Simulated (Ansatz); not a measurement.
Relaxation of BrCl2H2NZr (7 atoms, charge 0, multiplicity 1), to a largest force component of 0.03 eV/Å in at most 50 steps.

All numbers below come from RKS PBE-D4/def2-SVP (Ansatz 0.2.0).

```xyz
7
Properties=species:S:1:pos:R:3
Zr -0.696 0.764 1.024
Br 1.881 -1.879 -1.075
N -0.842 0.740 -0.789
H 0.854 -0.806 -1.104
Cl 1.398 1.649 1.730
Cl -1.663 -1.167 2.025
H -0.931 0.698 -1.811
```

Question: Where does it end, and by what steps?

Answer: The forces met the threshold. The force dipped under the threshold on the way, but the program's further checks kept it going. After 33 steps the energy has fallen by 3.412 eV; H4 moved furthest, 2.11 Å. Parted: Br2–H4. Joined: Zr1–Br2, N3–H4.

```json
{"step": "0", "energy less start (eV)": "0.0000", "largest force component (eV/Å)": "0.593", "accepted": "yes"}
{"step": "2", "energy less start (eV)": "-0.1534", "largest force component (eV/Å)": "0.612", "accepted": "yes"}
{"step": "4", "energy less start (eV)": "-0.6946", "largest force component (eV/Å)": "0.966", "accepted": "yes"}
{"step": "6", "energy less start (eV)": "-1.6333", "largest force component (eV/Å)": "2.007", "accepted": "yes"}
{"step": "8", "energy less start (eV)": "-2.7041", "largest force component (eV/Å)": "1.292", "accepted": "yes"}
{"step": "10", "energy less start (eV)": "-2.9937", "largest force component (eV/Å)": "2.876", "accepted": "yes"}
{"step": "12", "energy less start (eV)": "-3.3781", "largest force component (eV/Å)": "0.165", "accepted": "yes"}
{"step": "14", "energy less start (eV)": "-3.3879", "largest force component (eV/Å)": "0.425", "accepted": "yes"}
{"step": "16", "energy less start (eV)": "-3.3942", "largest force component (eV/Å)": "0.065", "accepted": "yes"}
{"step": "18", "energy less start (eV)": "-3.3740", "largest force component (eV/Å)": "0.909", "accepted": "no"}
{"step": "20", "energy less start (eV)": "-3.3973", "largest force component (eV/Å)": "0.308", "accepted": "no"}
{"step": "22", "energy less start (eV)": "-3.4000", "largest force component (eV/Å)": "0.084", "accepted": "yes"}
{"step": "24", "energy less start (eV)": "-3.4021", "largest force component (eV/Å)": "0.299", "accepted": "yes"}
{"step": "26", "energy less start (eV)": "-3.4056", "largest force component (eV/Å)": "0.061", "accepted": "yes"}
{"step": "28", "energy less start (eV)": "-3.4108", "largest force component (eV/Å)": "0.020", "accepted": "yes"}
{"step": "30", "energy less start (eV)": "-3.4116", "largest force component (eV/Å)": "0.029", "accepted": "yes"}
{"step": "32", "energy less start (eV)": "-3.4122", "largest force component (eV/Å)": "0.049", "accepted": "yes"}
{"step": "33", "energy less start (eV)": "-3.4124", "largest force component (eV/Å)": "0.002", "accepted": "yes"}
```

```xyz
7
Properties=species:S:1:pos:R:3
Zr 0.209 -0.183 0.669
Br 1.719 -2.161 0.318
N -0.446 0.417 -1.125
H 0.061 1.037 -1.769
Cl 1.466 1.589 1.571
Cl -1.683 -0.826 1.906
H -1.327 0.127 -1.569
```

Whether the end is a true minimum wasn't checked by a vibrational analysis.

Run time: 94 s on 2 threads of Arm Neoverse V2, on a shared host, peak memory 0.19 GiB.
